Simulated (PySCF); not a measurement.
Structure with atom numbers: `[CH:1]#[C:2][CH2:3][C:4]([F:5])=[C:6]=[S:7]`. Each H is labelled by its parent atom.

Geometry: GFN2-xTB; GIAO shifts from PySCF 2.14.0 with density-fitted response routines, gas phase, non-relativistic, averaged over equivalent atoms.

At WP04/pcSseg-1 (141 basis functions, 15 s wall time on 1 thread of an Arm Neoverse V1, shared host):
| atoms | δ (ppm) |
| --- | --- |
| C6 | 347.5 |
| C4 | 178.9 |
| C2 | 76.5 |
| C1 | 72.6 |
| C3 | 27.0 |
| F5 | -251.1 |
| H(C3) | 3.55 |
| H(C1) | 1.57 |

Chemical shifts δ = σref − σ; 13C (175.10 ppm), 1H (32.00 ppm) vs TMS; 19F (170.26 ppm) vs CFCl3, all at this level.

What do these become at PBE0/6-31++G**?

## Answers


```csv
atoms,δ at PBE0/6-31++G**,change
C6,324.7,-22.8
C4,162.7,-16.2
C2,77.2,+0.7
C1,69.5,-3.1
C3,24.2,-2.8
F5,-248.7,+2.4
H(C3),3.67,+0.12
H(C1),1.80,+0.23
```

References, each an isolated molecule treated in the same way: 13C (σref 198.46) and 1H (σref 31.85) vs TMS; CFCl3 for 19F (σref 191.09).

The largest change is at C6 (cumulene carbon). Cost: 148 basis functions, 13 s wall time on 1 thread of an Arm Neoverse V1, shared host. The order of the carbon signals is the same at both levels.

Unscaled 19F shifts against computed CFCl3 carry errors that often reach 10 to 50 ppm.
